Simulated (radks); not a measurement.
Results of a calculation; reference values are marked as such.
Cs3+, configuration [Kr] 4d10 5s2 5p4 (the NIST ground configuration).

Level of theory: scalar-relativistic Kohn-Sham, r2SCAN, spin-unpolarised, spherical densities, finite nucleus; meta-GGA in the generalised Kohn-Sham scheme; Fermi nuclear charge, rms radius 4.8041 fm (a radial shooting solver on a logarithmic mesh with Libxc functionals).

Energy parts (hartree):
part                       energy
total                  -7785.3631
kinetic                 8202.7708
electron-nucleus      -18782.5348
Hartree                 2986.0487
exchange-correlation    -191.6477

Orbitals (lengths in bohr, moments of r in powers of bohr; <r^-3> diverges for s and p1/2; r(max) is where P^2 peaks):
\begin{tabular}{lrrrrrr}
orbital & occ. & eigenvalue (hartree) & <r^-3> & <r> & <1/r> & r(max) \\ \hline
1s & 2 & -1318.913 & - & 0.02611 & 59.39 & 0.01678 \\
2s & 2 & -208.4811 & - & 0.1121 & 13.66 & 0.09483 \\
2p & 6 & -187.0165 & 6588 & 0.09822 & 13.00 & 0.07620 \\
3s & 2 & -44.47334 & - & 0.2984 & 4.933 & 0.2721 \\
3p & 6 & -37.52275 & 1289 & 0.2966 & 4.676 & 0.2663 \\
3d & 10 & -27.33426 & 176.6 & 0.2735 & 4.423 & 0.2207 \\
4s & 2 & -9.37391 & - & 0.6951 & 2.011 & 0.6428 \\
4p & 6 & -7.13810 & 260.6 & 0.7391 & 1.852 & 0.6728 \\
4d & 10 & -3.86990 & 28.50 & 0.8339 & 1.586 & 0.7199 \\
5s & 2 & -2.01171 & - & 1.683 & 0.7788 & 1.524 \\
5p & 4 & -1.46556 & 37.35 & 1.915 & 0.6757 & 1.715 \\
4f & 0 & -0.64521 & 2.066 & 1.517 & 0.9041 & 0.9037 \\
6s & 0 & -0.63140 & - & 3.738 & 0.3519 & 3.477 \\
\end{tabular}

The highest occupied level is 5p at -39.880 eV. For comparison, the ionisation energy in NIST's Atomic Spectra Database is 43 eV (theoretical). In exact Kohn-Sham theory the highest level is minus the ionisation energy, but local and semilocal functionals leave it too shallow, through self-interaction and a potential that decays too fast; potentials with the right tail come closer. The electron density at the nucleus is 3.064e+05 e/bohr^3 (large components only).

Beside tabulated values, note that spin-unpolarised runs miss the spin-polarisation part of the exchange energy of open shells.
